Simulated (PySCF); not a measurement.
**MH anions for M along group 14**

r²SCAN with triple-zeta basis sets in PySCF, for the lowest determinant that a PBE0 search found; no spin–orbit coupling. De refers to high-spin ground-configuration atoms (the charge goes to the atom of lower measured ionisation energy or higher electron affinity, which is not always the lowest computed limit). A positive dipole points towards H; it is taken about the centre of mass and depends on that origin.

```tsv
M	basis	charged atom	state (unpaired electrons)	Re (Å)	ωe (cm⁻¹)	De (eV)	μ (D)
C	def2-TZVPPD	C−	triplet (π ↑↑)	1.142	2571	3.64	1.13
Ge	def2-TZVPPD	Ge−	triplet (π ↑↑)	1.628	1696	2.98	-0.67
Sn	def2-TZVPPD	Sn−	triplet (π ↑↑)	1.808	1531	2.60	-1.00
```

(1) The row for M = Si is missing. Estimate Re, ωe and De as the mean of the rows for C and Ge, and compare with the calculation.

These are scalar-relativistic numbers at best; spin–orbit coupling would shift them, the dissociation energy most. For an ion De counts to the pair picked by the measured ionisation energies or electron affinities, which need not be the lowest pair at this level. The highest Kohn–Sham level is positive in some of these anions. Much of that is self-interaction error, but it also means that the finite basis helps to hold the extra electron. States were picked by a PBE0 search and need not be the measured ground states.

Results:

(1) The means are 1.385 Å, 2134 cm⁻¹ and 3.31 eV. r²SCAN in def2-TZVPPD gives SiH⁻ as a triplet (π ↑↑) with Re = 1.555 Å, ωe = 1841 cm⁻¹, De = 3.12 eV, so the estimate is off by -17.0 pm, +16 % and +0.19 eV.
